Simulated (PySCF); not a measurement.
Excitations are Tamm–Dancoff values on a coarser integration grid. The basis has no diffuse functions, so Rydberg states are missing or too high.

Z-matrix (Å, degrees):
```
C
H 1 1.0979
C 1 1.5258 2 108.53
H 3 1.0934 1 111.94 2 57.64
H 3 1.0948 4 107.34 1 122.23
H 3 1.0951 4 107.86 5 115.17
C 1 1.5266 2 108.63 3 -121.50
H 7 1.0934 1 112.10 2 -58.67
H 7 1.0946 8 107.53 1 -122.30
H 7 1.0946 8 107.58 9 -115.18
Si 1 1.8757 2 106.42 3 120.11
O 11 1.6526 1 113.05 2 -60.92
H 12 0.9573 11 117.51 1 -78.44
H 11 1.4851 12 105.63 13 160.88
H 11 1.4949 14 109.69 12 118.63
```
Charge 0, spin multiplicity 1.

### Question
Predict the T1 excitation (TDA), LUMO and dipole moment from PBE0-D4/def2-TZVP (PySCF).

### Answer

* **T1 excitation (TDA)**: 6.52 eV
* **LUMO**: 0.42 eV
* **dipole moment**: 1.58 D
